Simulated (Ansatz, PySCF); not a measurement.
C3H7NOSi, SMILES C(#N)[C@@H]([SiH2]O)C. Atoms are numbered in the order given.

```xyz
13

C     -1.9272     0.0345     0.5612
C     -0.8262     0.1964    -0.5073
C     -0.1161     1.4634    -0.3812
N      0.5204     2.4211    -0.2213
Si     0.5220    -1.1638    -0.3620
O      1.3849    -0.9103     1.0375
H     -1.4912     0.0380     1.5715
H     -2.6669     0.8471     0.5033
H     -2.4518    -0.9221     0.4196
H     -1.2606     0.1417    -1.5214
H     -0.1396    -2.4850    -0.2267
H      1.3685    -1.1031    -1.5867
H      1.8281    -0.0554     1.1222
```
Charge 0, spin multiplicity 1.

Coordinates come from a B3LYP-D3(BJ)/def2-SVP optimisation. The structure was generated by enumeration; whether it is a known compound was not checked. One conformer was computed; it need not be the lowest.

Vertical ionisation energy (IE) and electron affinity (EA) in eV. Rows of orbital energies are one-electron estimates. Where ΔSCF, EOM or ADC give a negative EA the extra electron is unbound and the value depends on the basis.

```csv
level,IE,EA
"−ε(HOMO), −ε(LUMO), ωB97X/def2-TZVP (PySCF)",10.89,-2.00
"−ε(HOMO), −ε(LUMO), PBE/def2-TZVP (PySCF)",7.20,0.98
"ΔSCF, PBE0/def2-SVPD (Ansatz), final states of multiplicity 2 and 2",10.51,-1.28
"ΔSCF, PBE/def2-SVPD (Ansatz), final states of multiplicity 2 and 2",10.09,-1.06
```

Task: What vertical singlet–triplet gap does ΔSCF give with PBE0/def2-SVPD (Ansatz, a first-principles code) and with PBE/def2-SVPD (Ansatz)? (An estimate is asked for; the answer gives what the named calculation found.)

Result: 6.23 and 6.02 eV (triplet above singlet where positive).
